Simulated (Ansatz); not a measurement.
The same path of a periodic cell of 33 atoms, Al₃₂P (host Al, host structure fcc, interstitial P) was run twice with different band settings. Lost on the way: Al15–P33, Al18–Al22, Al18–Al28, Al22–Al31, Al23–P33, Al30–P33. Made: Al11–P33, Al15–Al31, Al15–Al32, Al18–P33, Al21–P33, Al22–P33.

The calculation used Ansatz, DFT PBE-D3(BJ), scalar-relativistic, plane waves, PAW. Settings: PAW set soft_1, cutoff 420 eV, k mesh 3x3x3, gaussian smearing 0.15 eV, no spin polarisation.

Relaxed end points:

```xyz
33
Lattice="8.1000 0.0000 0.0000 0.0000 8.1000 0.0000 0.0000 0.0000 8.1000" Properties=species:S:1:pos:R:3
Al 4.071 0.021 0.021
Al 6.076 2.027 0.030
Al 6.076 0.030 2.026
Al -0.020 0.022 0.021
Al 2.025 2.021 0.103
Al 4.072 4.030 0.022
Al 6.071 6.075 0.103
Al 2.024 0.103 2.022
Al 4.080 2.026 2.026
Al 6.077 4.022 2.026
Al 4.072 0.022 4.030
Al 6.077 2.027 4.021
Al 6.071 0.104 6.075
Al -0.020 4.030 0.022
Al 2.033 6.084 0.359
Al -0.028 2.027 2.026
Al 2.025 3.953 2.023
Al 4.153 6.074 2.022
Al -0.020 0.022 4.030
Al 2.025 2.021 3.952
Al 4.072 4.030 4.030
Al 6.071 6.075 3.952
Al 2.033 0.351 6.081
Al 4.153 2.021 6.075
Al 6.071 3.953 6.075
Al -0.097 6.075 2.023
Al -0.020 4.030 4.030
Al 2.034 6.084 3.661
Al -0.097 2.021 6.075
Al 2.034 3.651 6.081
Al 4.402 6.084 6.081
Al -0.398 6.085 6.081
P 1.987 6.036 6.050
```

```xyz
33
Lattice="8.1000 0.0000 0.0000 0.0000 8.1000 0.0000 0.0000 0.0000 8.1000" Properties=species:S:1:pos:R:3
Al 4.051 0.096 -0.004
Al 6.102 2.023 0.001
Al 6.095 0.020 2.004
Al -0.002 0.028 0.001
Al 1.995 2.023 0.001
Al 4.050 3.947 -0.003
Al 6.169 6.076 -0.004
Al 2.003 0.019 2.005
Al 4.051 2.031 1.928
Al 6.094 4.028 2.005
Al 4.036 0.404 4.057
Al 6.170 2.031 4.049
Al 6.094 0.020 6.096
Al -0.003 4.020 0.001
Al 1.921 6.075 -0.003
Al -0.002 2.023 1.997
Al 2.003 4.028 2.006
Al 4.036 6.064 1.632
Al 0.007 0.097 4.050
Al 1.920 2.030 4.050
Al 4.035 3.706 4.058
Al 6.488 6.065 4.056
Al 2.003 0.019 6.096
Al 4.050 2.030 6.177
Al 6.094 4.028 6.096
Al 0.007 6.076 1.927
Al 0.007 3.946 4.050
Al 1.688 6.063 4.058
Al -0.003 2.023 6.105
Al 2.003 4.028 6.096
Al 4.035 6.063 6.429
Al 0.007 6.075 6.178
P 4.113 6.124 4.019
```

Common settings: movable images 3; climbing image yes; optimiser quadratic models (default); end points relaxed.

| run | spring | start path | force threshold | iteration limit | theory |
| --- | --- | --- | --- | --- | --- |
| 1 | 10.0 eV/Å² | straight line | 0.03 eV/Å | 51 | DFT PBE-D3(BJ), scalar-relativistic, plane waves, PAW PAW set soft_1, cutoff 420 eV, k mesh 3x3x3, gaussian smearing 0.15 eV, no spin polarisation |
| 2 | 5.0 eV/Å² | default | 0.05 eV/Å | 49 | DFT PBE-D3(BJ), scalar-relativistic, plane waves, PAW PAW set soft_1, cutoff 250 eV, k mesh 3x3x3, gaussian smearing 0.15 eV, no spin polarisation |

Task: What does each run give, and how far can it be trusted?

Result: Run 1: converged after 19 iterations, highest image 0.511 eV above the first end. By the program's own check the climbing image is a first-order saddle point (lowest curvatures found: -0.88 and 0.32 eV/Å²).
Run 2: converged after 21 iterations, highest image 0.510 eV above the first end. The order of the point at the top wasn't checked. The plane-wave cutoff is below what these datasets need, so energies and pressures aren't converged.
Limits of this set-up: coarse k mesh, odd electron count without spin, a small cell, in which the defect meets its images, a typed lattice constant that wasn't relaxed here.
